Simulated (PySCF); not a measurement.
The free ion Rh3+ in its d6 configuration.

Method (PySCF 2.14, density fitting): CASSCF(6,5) with orbitals averaged over all microstates of the shell, strongly contracted NEVPT2 on the averaged canonical orbitals; basis x2c-TZVPall; spin-free X2C; gas phase; spin-orbit coupling by state interaction with the mean-field operator over all roots.

CASSCF energies above the lowest CASSCF root:

```tsv
state	CASSCF / cm⁻¹
5D	0
3H	19254
3P	21686
3F	22143
3G	24040
1I	28882
1G	30653
3D	30739
1S	35628
1D	37719
1F	43238
3F	50906
3P	51362
1G	57821
1D	77553
1S	100842
```

Question: How does dynamic correlation (SC-NEVPT2) move these states?

Answer: 
| state | NEVPT2 / cm⁻¹ | shift / cm⁻¹ |
| --- | --- | --- |
| 5D | 0 | 0 |
| 3H | 17927 | -1328 |
| 3P | 19030 | -2656 |
| 3F | 19921 | -2222 |
| 3G | 21949 | -2091 |
| 1I | 26940 | -1942 |
| 1G | 28280 | -2373 |
| 3D | 27502 | -3238 |
| 1S | 32501 | -3126 |
| 1D | 32936 | -4784 |
| 1F | 38452 | -4785 |
| 3F | 45834 | -5072 |
| 3P | 45597 | -5765 |
| 1G | 51992 | -5829 |
| 1D | 69362 | -8191 |
| 1S | 90606 | -10236 |

In the ligand-field fit B goes from 957 to 840 cm⁻¹, C goes from 3856 to 3538 cm⁻¹.

These are spin-free levels; spin-orbit coupling mixes and splits them, by more than some of the gaps here.
